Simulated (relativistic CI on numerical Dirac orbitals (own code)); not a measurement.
Computed by Dirac-Coulomb-Breit CI, separate exchange-only KLI orbitals for each configuration, model QED (radiative potential, 1s self-energy scaled to tabulated hydrogen-like ionisation energies), unscaled Slater integrals (own radial code, finite nucleus).

Configurations in the expansion (outside the closed core [Ne]): 3s2, 3s 3p, 3p2, 3s 3d, 3d2, 3p 3d, 3p 4s, 3d 4s, 3s 4s, 3s 4p, 3s 4d, 3s 4f, 3s 5s, 3s 5p, 3s 5d, 4s2, 3s 5f, 3s 5g, 3s 6s, 3s 6p, 3s 6d. Levels of other configurations are missing.

At this charge energies of transitions that change n are usually good to better than 1 %, and those within a shell (Δn = 0) to a few per cent.

Outline of the computed level scheme of Dy LV. Lowest level of each configuration: 3s2 1S_0 at 0.00 eV; 3s 3p 3P°_0 at 116.40 eV; 3p2 3P_0 at 279.80 eV; 3s 3d 3D_1 at 517.68 eV; 3p 3d 3F°_2 at 643.48 eV; 3d2 3F_2 at 1046.72 eV; 3s 4s 3S_1 at 2422.77 eV; 3s 4p 3P°_0 at 2483.94 eV; 3p 4s 3P°_1 at 2555.53 eV.

Some strong electric-dipole decays among the lowest 43 levels: 3s 4s 1S_0 → 3s 3p 1P°_1 (2.8e+13 s⁻¹); 3p 4s 3P°_0 → 3p2 3P_1 (2.5e+13 s⁻¹); 3s 4s 3S_1 → 3s 3p 3P°_2 (2.2e+13 s⁻¹); 3s 4p 3P°_1 → 3s2 1S_0 (2.2e+13 s⁻¹); 3s 4p 1P°_1 → 3s2 1S_0 (2.1e+13 s⁻¹); 3p 4s 3P°_1 → 3p2 1D_2 (1.5e+13 s⁻¹); 3p 4s 3P°_1 → 3s2 1S_0 (1.0e+13 s⁻¹); 3s 4s 3S_1 → 3s 3p 3P°_1 (7.6e+12 s⁻¹).

LS names give the leading component of a level, which can be under half, so a name can repeat, a term be missing and a line seem to break the LS rules.
